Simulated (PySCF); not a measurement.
Bi(H)2(TeH) (BiH₃Te), SMILES [TeH][BiH2].

Geometry: B3LYP-D3(BJ)/def2-TZVP. The def2 effective core potentials stand for the cores of Bi, Te; spin–orbit coupling is left out.

Level of theory: PBE0/def2-TZVPD (PySCF).

Symmetry labels are those of the subgroup Cs that the program uses (full group Cs).

Computed valence orbital energies around the gap with their symmetry:
| orbital | symmetry | energy (eV) |
|---|---|---|
| HOMO−7 | A' | -29.54 |
| HOMO−6 | A' | -18.07 |
| HOMO−5 | A' | -16.36 |
| HOMO−4 | A' | -9.92 |
| HOMO−3 | A" | -9.38 |
| HOMO−2 | A' | -8.66 |
| HOMO−1 | A' | -7.48 |
| HOMO | A" | -6.30 |
| LUMO | A' | -1.87 |
| LUMO+1 | A' | -0.61 |
| LUMO+2 | A" | -0.47 |
| LUMO+3 | A' | -0.19 |
